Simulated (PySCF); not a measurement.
**Partial charges of `C=CP1(=C)CCSCC1`**

Species: C₇H₁₃PS.
Structure used (GFN2-xTB), in Å, numbered top down from 1:
```xyz
22
C7H13PS angstrom
C      3.0696    0.8557   -0.2422
C      1.7992    1.0691   -0.5412
P      0.5138   -0.0924    0.1226
C      0.6241   -1.4836    1.0924
C     -0.3616   -0.5223   -1.4339
C     -1.7218   -1.1101   -1.1073
S     -2.8426    0.1438   -0.4142
C     -1.9733    0.4537    1.1533
C     -0.6244    1.1086    0.9213
H      3.3462    0.0174    0.3821
H      3.8743    1.4830   -0.5916
H      1.4960    1.9011   -1.1646
H      1.1996   -2.2619    0.5920
H      1.0433   -1.2486    2.0701
H     -0.4613    0.3658   -2.0644
H      0.2497   -1.2601   -1.9641
H     -1.6273   -1.9136   -0.3750
H     -2.2199   -1.4832   -2.0025
H     -2.6358    1.0982    1.7315
H     -1.8526   -0.5037    1.6628
H     -0.1797    1.4035    1.8776
H     -0.7260    1.9991    0.2944
```

Density: PBE0/pcSseg-1 (PySCF); schemes: Mulliken, IAO, Hirshfeld and ESP-fitted. Isolated species at its GFN2-xTB geometry (one conformer only).

Q: Atoms with like bonding are taken together and averaged. Do the Mulliken, IAO, Hirshfeld and ESP-fitted schemes agree on where the charge is lowest?

A: All schemes agree: Mulliken C4 (-0.508); IAO C4 (-0.924); Hirshfeld C4 (-0.306); ESP-fitted C4 (-0.863).

Q: At which atom do the 4 schemes differ most?

A: At P3: from +0.367 (Hirshfeld) to +1.167 e (IAO), 0.800 e apart.

Q: Tabulate the Mulliken, IAO, Hirshfeld and ESP-fitted charges.

A: In e; atoms taken as equivalent share a row and are averaged (×n: the atom named and its like, n in all):

```tsv
atom	environment	Mulliken	IAO	Hirshfeld	ESP-fitted
C1	terminal =CH2 carbon	-0.106	-0.280	-0.085	-0.159
C2	alkene CH carbon	-0.375	-0.407	-0.099	-0.557
P3	phosphorus bonded to 4 C	+0.387	+1.167	+0.367	+0.824
C4	carbon bonded to P and 2 H	-0.508	-0.924	-0.306	-0.863
C5/C9	sp3 carbon bound to phosphorus	-0.341	-0.473	-0.113	-0.213
C6/C8	sp3 carbon bound to sulfur	-0.311	-0.339	-0.075	-0.131
S7	sulfide sulfur	-0.023	+0.052	-0.017	-0.265
H10	vinylic hydrogen	+0.122	+0.153	+0.042	+0.096
H11	vinylic hydrogen	+0.125	+0.156	+0.053	+0.153
H12	vinylic hydrogen	+0.137	+0.155	+0.050	+0.234
H13/H14	hydrogen on C4	+0.121	+0.141	+0.014	+0.195
H15/H22	methylene hydrogen	+0.149	+0.153	+0.040	+0.086
H16/H21	methylene hydrogen	+0.162	+0.156	+0.049	+0.094
H17/H20	methylene hydrogen	+0.183	+0.167	+0.036	+0.081
H18/H19	methylene hydrogen	+0.158	+0.159	+0.048	+0.156
```

Mean size of the charges over all atoms: IAO 0.294 e, ESP-fitted 0.230 e, Mulliken 0.211 e, Hirshfeld 0.080 e. Each set sums to the total charge, 0, to within 0.002 e. The IAO scheme counts the electrons in orthogonalised intrinsic atomic orbitals, a minimal basis polarised so that it spans the occupied orbitals exactly.

Q: How many electrons does the Mulliken scheme count on C5?

A: Its own charge is -0.341 e, so Z − q = 6.341.

Q: How closely do the schemes follow one another over all atoms?

A: Correlation coefficient and root-mean-square difference: IAO with Hirshfeld 0.99, 0.280 e; Hirshfeld with ESP-fitted 0.94, 0.210 e; IAO with ESP-fitted 0.93, 0.155 e; Mulliken with IAO 0.92, 0.197 e; Mulliken with Hirshfeld 0.87, 0.150 e; Mulliken with ESP-fitted 0.87, 0.161 e.
